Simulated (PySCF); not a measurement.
Peak assignment

Numbering as in the mapped SMILES `[CH3:1][C:2]#[C:3][C:4]#[C:5][c:6]1[cH:7][c:8](=[O:9])[c:10]1=[O:11]`; H(Xn) means a hydrogen on atom n.

Calculated, not measured (PySCF 2.14.0 with density-fitted response routines): geometry from GFN2-xTB, shieldings: GIAO PBE0/pcSseg-1. One computed conformer, no solvent model, rapidly exchanging positions averaged, non-relativistic.

Referencing at the same level of theory: 13C, 1H against TMS.

Q: Assign these signals to the numbered atoms. 13C{1H} NMR (computed): δ 205.6, 200.7, 199.8, 193.2, 137.7, 122.0, 70.4, 61.7, 7.3.

A: 
| δ (ppm) | atoms | environment | reason |
| --- | --- | --- | --- |
| 205.6 | C8 | ring carbonyl carbon | – |
| 200.7 | C10 | ring carbonyl carbon | – |
| 199.8 | C6 | unsaturated ring carbon | – |
| 193.2 | C7 | unsaturated ring CH | – |
| 137.7 | C4 | alkyne carbon | – |
| 122.0 | C2 | alkyne carbon | – |
| 70.4 | C3 | alkyne carbon | sp carbons lie upfield of alkene carbons because the cylindrical π system leaves one tensor component strongly shielded |
| 61.7 | C5 | alkyne carbon | – |
| 7.3 | C1 | propargylic methyl carbon | saturated and bonded to C and H only |

C10 and C6 lie closer than the usual error of such a calculation, so a measured spectrum could show them in the other order.

Q: Assign these signals to the numbered atoms. 1H NMR (400 MHz, computed): δ 9.40 (s, 1H), 2.55 (s, 3H).

A: 
| δ (ppm) | atoms | environment | reason |
| --- | --- | --- | --- |
| 9.40 | H(C7) | hydrogen on a unsaturated ring CH | – |
| 2.55 | H(C1) | hydrogen on a propargylic methyl carbon | – |

Shifts are as computed. Against solution values, carbons near 30 ppm lie about +3 ppm off and those near 130 ppm about +5 ppm. Of 1211 compounds with measured shifts, 218 miss one by over three times the rms of a fit or turn the order of signals round; such compounds aren't used in these exercises. No couplings were computed; multiplicities are counted from neighbouring protons, with m where these are inequivalent, close in shift, in a saturated or five-membered ring or joined by F or P, and br s for small geminal =CH2 splittings.
